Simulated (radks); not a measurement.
Co V, 23 electrons, occupied as [Ar] 3d5 (the NIST ground configuration).

Calculated with a radial shooting solver on a logarithmic mesh with Libxc functionals: scalar-relativistic Kohn-Sham, PW91, spin-polarised, spherical densities, point nucleus; open shells are filled with parallel spins first.

Energy parts (Ry):
| part | energy |
|---|---|
| total | -2778.96212 |
| kinetic | 2815.15306 |
| electron-nucleus | -6553.35067 |
| Hartree | 1075.69459 |
| exchange-correlation | -116.45910 |

Orbitals (lengths in bohr, moments of r in powers of bohr; r(max) is where P^2 peaks):
1s up: occ. 1; eigenvalue (Ry) -562.7402; <r^4> 0.00004639; <r^2> 0.004247; r(max) 0.03678
1s down: occ. 1; eigenvalue (Ry) -562.7409; <r^4> 0.00004638; <r^2> 0.004247; r(max) 0.03678
2s up: occ. 1; eigenvalue (Ry) -70.79645; <r^4> 0.01039; <r^2> 0.07720; r(max) 0.2132
2s down: occ. 1; eigenvalue (Ry) -70.56317; <r^4> 0.01029; <r^2> 0.07685; r(max) 0.2130
2p up: occ. 3; eigenvalue (Ry) -61.29118; <r^4> 0.007882; <r^2> 0.06231; r(max) 0.1721
2p down: occ. 3; eigenvalue (Ry) -61.11448; <r^4> 0.007778; <r^2> 0.06194; r(max) 0.1718
3s up: occ. 1; eigenvalue (Ry) -12.13331; <r^4> 0.6970; <r^2> 0.6623; r(max) 0.6639
3s down: occ. 1; eigenvalue (Ry) -11.64707; <r^4> 0.7177; <r^2> 0.6701; r(max) 0.6653
3p up: occ. 3; eigenvalue (Ry) -9.39448; <r^4> 0.8983; <r^2> 0.7291; r(max) 0.6706
3p down: occ. 3; eigenvalue (Ry) -8.91759; <r^4> 0.9427; <r^2> 0.7433; r(max) 0.6729
3d up: occ. 5; eigenvalue (Ry) -5.02717; <r^4> 1.834; <r^2> 0.9333; r(max) 0.6364
3d down: occ. 0; eigenvalue (Ry) -4.56584; <r^4> 2.157; <r^2> 1.002; r(max) 0.6452

The highest occupied level is 3d up at -68.398 eV. The density falls to 0.001 e/bohr^3 at r = 2.47 bohr. For comparison, the ionisation energy in NIST's Atomic Spectra Database is 79.5 eV (semi-empirical). In exact Kohn-Sham theory the highest level is minus the ionisation energy, but local and semilocal functionals leave it too shallow, through self-interaction and a potential that decays too fast; potentials with the right tail come closer. Summed over all electrons, <r^2> = 10.95 bohr^2, which gives a Langevin (diamagnetic) susceptibility term of -8.67 x 10^-6 cm^3/mol.
